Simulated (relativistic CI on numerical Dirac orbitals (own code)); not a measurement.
Calculated at this level of theory: Dirac-Coulomb-Breit CI, orbitals from a KLI potential per configuration, QED by a radiative potential, unscaled Slater integrals (own radial code, finite nucleus).

Configuration list (outside the closed core [Ar] 3d10): 4s²4p⁶, 4s²4p⁵4d, 4s4p⁶4d, 4s²4p⁵4f, 4s4p⁶4f, 4p⁶4d4f, 4s²4p⁵5s, 4s²4p⁵5p, 4s4p⁶5s, 4s²4p⁵5d, 4s4p⁶5p, 4s²4p⁵5f, 4s²4p⁵5g, 4s4p⁶5d, 4p⁶4f5s, 4s²4p⁵6s, 4s4p⁶5f, 4s²4p⁵6p, 4s4p⁶5g, 4s²4p⁵6d, 4s²4p⁵6f, 4p⁶4d², 4p⁵4d³, 4p⁵4d²4f, 4p⁵4d²5s, 4p⁵4d²5p, 4p⁶4f², 4p⁵4d4f², 4p⁵4f³, 4p⁵4f²5s, 4p⁵4f²5p, 4p⁶4d5s, 4p⁵4d4f5s, 4p⁵4d5s², 4p⁵4d5s5p. Double excitations out of closed p, d and f shells are left out; levels of such configurations are missing from the list, as are those of other unlisted configurations, and high levels can miss mixing partners. These lack a partner that the ground configuration has and come out too high: 4s²4p⁵5d, 4s²4p⁵5f, 4s²4p⁵5g, 4s²4p⁵6s, 4s²4p⁵6p.

At this charge energies of transitions that change n are usually good to better than 1 %, and those within a shell (Δn = 0) to a few per cent.

Outline of the computed level scheme of Os XLI. Lowest level of each configuration: 4s²4p⁶ ¹S0 at 0.000 eV; 4s²4p⁵4d ³P°0 at 155.633 eV; 4s²4p⁵4f ³D1 at 366.936 eV; 4s4p⁶4d ³D1 at 399.062 eV; 4s4p⁶4f ³F°2 at 609.101 eV; 4s²4p⁵5s ³P°2 at 728.228 eV; 4s²4p⁵5p ³P1 at 778.469 eV; 4p⁶4d² ³F2 at 780.044 eV.

Some strong electric-dipole decays among the lowest 45 levels: 4s²4p⁵5s ¹P°1 → 4s²4p⁶ ¹S0 (4.3e+12 s⁻¹); 4s²4p⁵4d ¹P°1 → 4s²4p⁶ ¹S0 (3.1e+12 s⁻¹); 4s²4p⁵5p ³D2 → 4s²4p⁵4d ³F°3 (2.4e+12 s⁻¹); 4s²4p⁵5p ³D3 → 4s²4p⁵4d ³F°4 (2.0e+12 s⁻¹); 4s²4p⁵5p ³P1 → 4s²4p⁵4d ³P°1 (1.4e+12 s⁻¹); 4s²4p⁵5p ³P1 → 4s²4p⁵4d ³D°2 (1.4e+12 s⁻¹); 4s4p⁶4d ³D1 → 4s²4p⁵4d ³P°1 (9.2e+11 s⁻¹); 4s²4p⁵4d ¹P°1 → 4s²4p⁶ ¹S0 (8.5e+11 s⁻¹).

LS names give the leading component of a level, which can be under half, so a name can repeat, a term be missing and a line seem to break the LS rules.
